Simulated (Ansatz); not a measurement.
Saddle point of CH$_{4}$BrIn, closed shell (CH₄BrIn ([CH3][InH][Br]) → CH₃In ([CH3][In]) + HBr; bonds formed: Br2–H3; bonds broken: In1–Br2, In1–H3), PBE0-D4/def2-TZVP structure:

```
7
angstrom
In -0.9448 -0.6037 -0.2403
Br 0.8148 -1.9887 -2.1676
H -0.8988 -1.9039 -1.4883
C 0.1153 0.9313 0.8410
H -0.5560 1.4624 1.5162
H 0.9218 0.4692 1.4142
H 0.5476 1.6333 0.1248
```

Energies are electronic, without zero-point energy. Barriers and step energies count from the start structure reached by relaxing down the imaginary mode; all methods use the PBE0-D4 structures, on which another method's saddle can fall below an end. Program: Ansatz 0.2.0. Basis: def2-TZVPP, with def2-QZVPP for the basis limit. Cores are frozen in the correlated methods. Filled d shells of the heavier atoms are correlated. Core potentials replace the inner electrons of the atoms past krypton. The def2 sets are not built for correlating such inner shells, so the correlated values are less sure here. B3LYP uses VWN-RPA correlation. Extrapolation: Hartree–Fock as exp(−7.88 √X), correlation as X^−2.97.

```json
{"method": "SPW92", "barrier (kcal/mol)": "31.36", "step energy (kcal/mol)": "29.65"}
{"method": "PBE-D4", "barrier (kcal/mol)": "32.21", "step energy (kcal/mol)": "25.65"}
{"method": "BLYP-D4", "barrier (kcal/mol)": "31.20", "step energy (kcal/mol)": "21.46"}
{"method": "r2SCAN-D4", "barrier (kcal/mol)": "37.44", "step energy (kcal/mol)": "32.19"}
{"method": "B97M-V", "barrier (kcal/mol)": "?", "step energy (kcal/mol)": "32.31"}
{"method": "PBE0-D4", "barrier (kcal/mol)": "39.66", "step energy (kcal/mol)": "30.12"}
{"method": "B3LYP-D4", "barrier (kcal/mol)": "37.35", "step energy (kcal/mol)": "25.61"}
{"method": "r2SCAN0-D4", "barrier (kcal/mol)": "42.42", "step energy (kcal/mol)": "33.80"}
{"method": "BHLYP-D4", "barrier (kcal/mol)": "46.10", "step energy (kcal/mol)": "30.95"}
{"method": "CAM-B3LYP-D4", "barrier (kcal/mol)": "43.57", "step energy (kcal/mol)": "30.07"}
{"method": "wB97X-V", "barrier (kcal/mol)": "?", "step energy (kcal/mol)": "34.71"}
{"method": "wB97M-V", "barrier (kcal/mol)": "45.99", "step energy (kcal/mol)": "32.72"}
{"method": "B2PLYP", "barrier (kcal/mol)": "40.28", "step energy (kcal/mol)": "28.40"}
{"method": "PBE-QIDH", "barrier (kcal/mol)": "45.27", "step energy (kcal/mol)": "33.84"}
{"method": "RPA on PBE", "barrier (kcal/mol)": "41.61", "step energy (kcal/mol)": "29.02"}
{"method": "HF", "barrier (kcal/mol)": "58.95", "step energy (kcal/mol)": "36.33"}
{"method": "MP2", "barrier (kcal/mol)": "?", "step energy (kcal/mol)": "30.68"}
{"method": "CCSD", "barrier (kcal/mol)": "47.01", "step energy (kcal/mol)": "31.17"}
{"method": "CCSD(T)", "barrier (kcal/mol)": "44.11", "step energy (kcal/mol)": "30.98"}
```

(1) Fill in the withheld barriers. (Judge from chemistry; the value comes from the calculation.)

The T1 diagnostic stays at or below 0.015. The restricted Hartree–Fock reference is unstable towards an unrestricted one at one or more of these structures.

Answers

(1) The calculation gives: B97M-V 40.79; wB97X-V 48.09; MP2 43.17 kcal/mol. Each is the energy of the saddle less that of the start structure, by the same method.

For comparison, the barrier by CCSD(T) at an estimated basis limit (MP2 extrapolated from triple and quadruple zeta, plus CCSD(T) − MP2 in triple zeta) is 43.08 kcal/mol.

Labels in which every atom is bracketed show which atoms are joined, not bond orders.

For scale, one of the runs: CCSD(T)/def2-TZVPP, 185 basis functions (an equivalent command: `ansatz run in.yaml --threads 4`). Time: 66 s of wall clock on 4 CPU threads; the host was shared. Peak host memory: 2.1 GiB.
